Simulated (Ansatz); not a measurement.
CH$_{5}$BFNSi (`F/C=N\B[SiH3]`), relaxed with RKS PBE-D4/def2-SVP in the Gaussian-basis code of Ansatz from a rough embedded geometry. The force threshold is 0.03 eV/Å; the program also tests the step.

Charge 0, multiplicity 1.

Start:

```xyz
10

F     1.626    0.552   -2.264
C     0.303    0.663   -2.190
N    -0.277    0.375   -1.106
B     0.353   -0.076    0.209
Si   -0.600   -0.506    1.767
H    -0.284    0.990   -3.053
H     1.565   -0.170    0.201
H     0.276   -0.892    2.856
H    -1.568   -1.607    1.425
H    -1.394    0.671    2.156
```

| step | energy (eV) | largest force (eV/Å) | largest move (Å) |
| --- | --- | --- | --- |
| 1 | -13859.7396 | 3.506 | 0.000 |
| 2 | -13860.1686 | 1.393 | 0.107 |
| 3 | -13860.2132 | 1.305 | 0.194 |
| 4 | -13860.3601 | 1.072 | 0.200 |
| 5 | -13860.4834 | 1.665 | 0.196 |
| 6 | -13860.6169 | 1.616 | 0.200 |
| 7 | -13860.7854 | 0.925 | 0.195 |
| 8 | -13860.9596 | 0.660 | 0.199 |
| 9 | -13861.0791 | 0.645 | 0.198 |
| 10 | -13861.1592 | 0.545 | 0.200 |
| 11 | -13861.1812 | 0.532 | 0.194 |
| 12 | -13861.1934 | 0.726 | 0.133 |
| 13 (rejected) | -13861.1901 | 0.870 | 0.153 |
| 14 | -13861.2254 | 0.165 | 0.077 |
| 15 (rejected) | -13861.2252 | 0.116 | 0.100 |
| 16 | -13861.2284 | 0.082 | 0.048 |
| 17 | -13861.2294 | 0.016 | 0.015 |

End:

```xyz
10

F     0.931   -0.610   -2.894
C     0.310    0.344   -2.176
N     0.460    0.461   -0.944
B     0.616    0.519    0.413
Si   -0.631   -0.527    1.629
H    -0.329    0.984   -2.814
H     1.505    1.216    0.873
H     0.164   -1.430    2.540
H    -1.616   -1.377    0.866
H    -1.410    0.420    2.507
```

Run time 23 s (4 threads of an Arm Neoverse V1 on a shared host); peak host memory 0.15 GiB.
